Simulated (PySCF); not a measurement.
**Se⁺: excitation energy**

Se⁺ [Ar] 3d10 4s2 4p3 (4S) → Se⁺ [Ar] 3d10 4s1 4p4 (4P), as a difference of total energies. All numbers are calculated (PySCF 2.14, the spin-free X2C one-electron Hamiltonian (Gaussian nucleus), in x2c-TZVPPall (6s5p4d1f, 48 functions)). Correlated levels: valence: [Ar] 3d10 frozen. The calculations carry no spin-orbit coupling.

```csv
method,excitation energy (eV),error (eV)
UHF,10.911,+0.388
MP2 (valence),10.910,+0.387
SCS-MP2 (valence),10.910,+0.387
CCSD (valence),10.464,-0.059
CCSD(T) (valence),10.357,-0.166
```

Reference: 10.523 eV (measured; NIST levels, between the centres of gravity of the two terms).

Errors of the correlated levels include the incompleteness of this basis and the frozen core.

The coupled-cluster amplitudes are large for the upper state (T1 above 0.03 or a double amplitude above 0.15), so a single reference is strained.
